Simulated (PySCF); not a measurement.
HKO. Atoms are numbered in the order given.

```xyz
3

K      0.0000     0.0000    -0.7519
O      0.0000     0.0000     1.4799
H      0.0000     0.0000     2.4462
```
Charge 0, spin multiplicity 1.

Coordinates come from a PBE-D3(BJ)/def2-TZVPD optimisation. The isomer is the one that the SMILES or the coordinates give; other isomers of the formula were not compared.

Level of theory: PBE/pcSseg-2 (PySCF).

GIAO shieldings, no solvent; atoms alike by connectivity are averaged. δ = σ(ref) − σ: ¹⁷O against H2O (σ = 327.5 ppm); ¹H against TMS (σ = 31.47 ppm), references at their B3LYP-D3(BJ)/def2-TZVP geometries, non-relativistic.

```tsv
nucleus	atoms	count	δ (ppm)
¹⁷O	O2	1	32.3
¹H	H3	1	-1.56
```
